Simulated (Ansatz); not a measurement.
Molecule: C3H8BO (charge 0, doublet). It need not be the lowest isomer of its formula. 
Structure (B3LYP-D3(BJ)/def2-TZVP (Ansatz, a first-principles code) minimum search):
```xyz
13

C     -1.0082     1.6127    -0.7118
B     -0.4198     0.3316    -0.1043
C     -1.2837    -0.7380     0.6715
O      0.9302     0.1738    -0.2825
C      1.6388    -0.9506     0.2126
H     -0.3944     2.3342    -1.2412
H     -2.0601     1.8684    -0.6479
H     -2.3383    -0.4673     0.7274
H     -1.2193    -1.7235     0.1975
H     -0.9223    -0.8763     1.6964
H      1.5633    -1.0187     1.3007
H      1.2615    -1.8795    -0.2223
H      2.6853    -0.8299    -0.0630
```
Charge 0, spin multiplicity 2.

Atomisation energy built up term by term with Ansatz (kcal/mol; UHF references for open shells; valence terms freeze the core; atomic spin-orbit terms are left out). Basis-set limits of correlation are two-point, X^-3; Hartree-Fock from the larger set.

| term | basis | kcal/mol |
|---|---|---|
| Hartree-Fock | cc-pVQZ | 936.14 |
| CCSD correlation | CBS(cc-pVTZ,cc-pVQZ) | 270.75 |
| (T) | CBS(cc-pVTZ,cc-pVQZ) | 15.98 |
| core correlation | cc-pwCVTZ | 4.94 |
| scalar relativity (X2C) | cc-pVTZ-DK against cc-pVTZ | -0.90 |
| sum: De |  | 1226.9 |

(T) makes 1.3 % of the CCSD(T) atomisation energy; under 5 % is typical of single-reference molecules.
